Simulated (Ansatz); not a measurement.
Consider the redistribution: `C[SiH](O)Cl` + `C#[C][GaH][SH]` → `C#C[SiH](C)Cl` + `[OH][GaH][SH]`.

Gas-phase electronic energies from Ansatz, PBE0-D4/def2-TZVP geometries. CBS: MP2 limit from def2 TZ/QZ plus the TZ coupled-cluster correction, frozen cores. Functionals use def2-TZVPP. B3LYP here is the variant with VWN-RPA as its local correlation; programs differ in this. HSE06 is defined as in plane-wave codes. For Ga outer-core shells are correlated without core-valence functions, which leaves a few kJ/mol of doubt a bond. Scalar relativity is left out up to krypton. Each species was taken in one conformer, which may not be the lowest.

Question: Is it downhill or uphill in electronic energy at CCSD(T)/CBS, and by how much? (Estimate.)

Answer: Ansatz gave: Uphill: ΔE = +44.8 kJ/mol.

Question: What do these levels give: PBE-D4, revPBE-D4, B3LYP-D4, HSE06-D4, r2SCANh, HSE06, LC-ωPBE, RPA@PBE/def2-TZVPP, HF/def2-TZVPP, MP2/def2-TZVPP, HF/CBS(def2), MP2/CBS(def2)? (Estimate.)

Answer: Ansatz gave: PBE-D4 36.4, revPBE-D4 35.1, B3LYP-D4 42.0, HSE06-D4 42.3, r2SCANh 43.7, HSE06 42.6, LC-ωPBE 44.2, RPA@PBE/def2-TZVPP 44.0, HF/def2-TZVPP 54.3, MP2/def2-TZVPP 43.8, HF/CBS(def2) 53.9, MP2/CBS(def2) 43.2 kJ/mol.

Largest T1 diagnostic among the species: 0.014.

In def2-TZVPP, CCSD(T) changes the Hartree–Fock value by −8.9 kJ/mol (the triples alone add −1.7 kJ/mol) and MP2 by −10.5 kJ/mol. Leaving LDA and LC-ωPBE aside and taking each functional with its dispersion term where it has one, the values, not all of them listed here, spread over 13.3 kJ/mol, from revPBE-D4 to BHLYP-D4. LDA lies +4.6 kJ/mol from PBE without D4. From BLYP to BHLYP (50 % exact exchange), in def2-TZVPP and without D4, ΔE moves by +11.3 kJ/mol.
